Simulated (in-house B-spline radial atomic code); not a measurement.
Ionising Sb VI (Sb5+) with different functionals

Computed with a radial B-spline atomic code at the basis-set limit: four-component Dirac-Coulomb Hamiltonian, Fermi nucleus of rms radius 4.6802 fm, spin-restricted, spherical fractional occupations for the functionals. The ionisation energy is the difference of two self-consistent energies, [Kr] 4d10 → [Kr] 4d9, without Breit or QED terms; ε is the level of the shell that loses the electron (mean over j). The electron is taken from both j subshells in proportion to 2j + 1, so the result is a j average, not the step between ground levels.

Hybrids are left out here: with spherical fractional occupations of an open shell their exact exchange keeps a self-interaction that integer-occupation calculations don't have.

```json
{"method": "LDA VWN5", "rung": "LDA", "ΔSCF (eV)": "99.99", "-ε(4d) (eV)": "89.85"}
{"method": "relativistic LDA", "rung": "LDA", "ΔSCF (eV)": "100.00", "-ε(4d) (eV)": "89.86"}
{"method": "LDA PW92", "rung": "LDA", "ΔSCF (eV)": "99.98", "-ε(4d) (eV)": "89.84"}
{"method": "LDA exchange-only", "rung": "LDA", "ΔSCF (eV)": "?", "-ε(4d) (eV)": "?"}
{"method": "PBE", "rung": "GGA", "ΔSCF (eV)": "99.79", "-ε(4d) (eV)": "89.64"}
{"method": "PBEsol", "rung": "GGA", "ΔSCF (eV)": "99.75", "-ε(4d) (eV)": "89.60"}
{"method": "BLYP", "rung": "GGA", "ΔSCF (eV)": "99.60", "-ε(4d) (eV)": "89.46"}
{"method": "RPBE", "rung": "GGA", "ΔSCF (eV)": "?", "-ε(4d) (eV)": "?"}
{"method": "PW91", "rung": "GGA", "ΔSCF (eV)": "99.89", "-ε(4d) (eV)": "89.74"}
{"method": "BP86", "rung": "GGA", "ΔSCF (eV)": "99.85", "-ε(4d) (eV)": "89.70"}
{"method": "AM05", "rung": "GGA", "ΔSCF (eV)": "99.76", "-ε(4d) (eV)": "89.61"}
{"method": "OLYP", "rung": "GGA", "ΔSCF (eV)": "100.22", "-ε(4d) (eV)": "90.04"}
```

Task: What does RPBE give?

Result: ΔSCF 99.74 eV, and -ε(4d) = 89.58 eV.

Task: What does LDA exchange-only give?

Result: ΔSCF 98.04 eV, and -ε(4d) = 87.93 eV.

Task: How do they compare with the NIST value?

Result: NIST lists 99.51 eV ± 0.05 (measured, ground level to ground level). Errors run from -1.47 to +0.71 eV; BLYP is closest (+0.09 eV), but part of that can be cancellation, since the calculations leave out Breit-QED terms, spin polarisation, the choice among j levels, multiplet and fine-structure energies.
